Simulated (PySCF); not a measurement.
H2BCl2FO, singlet, PBE0/def2-SVP optimised geometry.

```
7

B     -0.33    -0.67     0.00
F     -0.91    -1.12    -1.14
Cl     1.46    -0.67     0.00
Cl    -1.14    -1.27     1.53
O     -0.79     0.94     0.00
H     -1.46     1.02     0.70
H     -1.23     1.12    -0.85
```

Density from PBE0/def2-TZVP (PySCF 2.14.0) at that geometry.

Minimum of the electron density along straight lines between bonded atoms, close to the bond critical point (lines longer than 1.1 times the sum of covalent radii, or with two minima, are not listed):

```
bond    length / Å  ρ at the minimum / e bohr⁻³  ∇²ρ there / e bohr⁻⁵  position (fraction from the first atom)
------  ----------  ---------------------------  --------------------  ---------------------------------------
B1–F2        1.353                        0.193                  1.07                                     0.33
B1–Cl3       1.794                        0.145            (withheld)                                     0.30
B1–Cl4       1.828                   (withheld)            (withheld)                                     0.30
O5–H6        0.973                        0.346                 -2.44                                     0.82
O5–H7        0.971                        0.349                 -2.46                                     0.82
```

**Question.** Fill in the missing entries.

**Answer.** 
- B1–Cl3, ∇²ρ there / e bohr⁻⁵: -0.12
- B1–Cl4, ρ at the minimum / e bohr⁻³: 0.135
- B1–Cl4, ∇²ρ there / e bohr⁻⁵: -0.11
